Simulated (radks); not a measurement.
Problem. Radial electron density D(r) = 4 pi r^2 rho(r) of an atom or ion with 21 electrons. All-electron calculation, scalar-relativistic Kohn-Sham, PBE, spin-polarised, spherical densities, finite nucleus; Fermi nuclear charge, rms radius of each element as measured or else 0.836 A^(1/3) + 0.57 fm. Program: a radial shooting solver on a logarithmic mesh with Libxc functionals.

| r (bohr) | D(r) (e/bohr) | spin D(r) |
|---|---|---|
| 0.004447 | 1.560 | 0.000749 |
| 0.005095 | 1.983 | 0.000951 |
| 0.005837 | 2.510 | 0.00120 |
| 0.006634 | 3.120 | 0.00149 |
| 0.007601 | 3.911 | 0.00187 |
| 0.008708 | 4.872 | 0.00232 |
| 0.009897 | 5.954 | 0.00282 |
| 0.01134 | 7.309 | 0.00344 |
| 0.01299 | 8.891 | 0.00416 |
| 0.01476 | 10.59 | 0.00491 |
| 0.01692 | 12.61 | 0.00577 |
| 0.01938 | 14.81 | 0.00666 |
| 0.02203 | 16.98 | 0.00746 |
| 0.02524 | 19.32 | 0.00822 |
| 0.02891 | 21.55 | 0.00875 |
| 0.03286 | 23.41 | 0.00893 |
| 0.03765 | 24.96 | 0.00864 |
| 0.04313 | 25.91 | 0.00773 |
| 0.04902 | 26.14 | 0.00621 |
| 0.05616 | 25.64 | 0.00392 |
| 0.06434 | 24.46 | 0.00110 |
| 0.07313 | 22.95 | -0.00168 |
| 0.08378 | 21.27 | -0.00413 |
| 0.09599 | 19.98 | -0.00515 |
| 0.1091 | 19.51 | -0.00382 |
| 0.125 | 20.10 | 0.00111 |
| 0.1432 | 21.77 | 0.0106 |
| 0.1628 | 24.01 | 0.0244 |
| 0.1865 | 26.38 | 0.0445 |
| 0.2136 | 27.88 | 0.0711 |
| 0.2428 | 27.78 | 0.104 |
| 0.2782 | 25.70 | 0.150 |
| 0.3187 | 21.84 | 0.215 |
| 0.3622 | 17.34 | 0.300 |
| 0.415 | 12.76 | 0.424 |
| 0.4754 | 9.464 | 0.584 |
| 0.5404 | 8.059 | 0.763 |
| 0.6191 | 8.207 | 0.964 |
| 0.7093 | 9.253 | 1.14 |
| 0.8061 | 10.14 | 1.25 |
| 0.9236 | 10.23 | 1.29 |
| 1.058 | 9.232 | 1.25 |
| 1.203 | 7.546 | 1.17 |
| 1.378 | 5.489 | 1.06 |
| 1.579 | 3.654 | 0.960 |
| 1.794 | 2.375 | 0.884 |
| 2.055 | 1.512 | 0.818 |
| 2.355 | 1.027 | 0.749 |
| 2.676 | 0.7626 | 0.662 |
| 3.066 | 0.5648 | 0.536 |
| 3.513 | 0.3948 | 0.388 |
| 3.993 | 0.2551 | 0.254 |
| 4.574 | 0.1404 | 0.140 |
| 5.241 | 0.06592 | 0.0659 |
| 5.957 | 0.02726 | 0.0273 |
| 6.824 | 0.008590 | 0.00859 |
| 7.819 | 0.002094 | 0.00209 |
| 8.886 | 0.0004270 | 0.000427 |

What is the nuclear charge?

Solution. Z = 22. The innermost maximum, from 1s, lies near gamma/Z bohr with gamma = sqrt(1 - (Z/c)^2) = 0.987, here 0.0449 bohr (found: 0.0479), and its height grows with Z. The density is that of the titanium ion Ti+ in [Ar] 3d2 4s1; the configuration itself is not fixed sharply by these data, and Z only to about a unit. D(r) has 3 maxima, at r = 0.0479, 0.226, 0.873 bohr, and minima at 0.109, 0.567 bohr, inside which lie 2.14, 10.42 electrons.
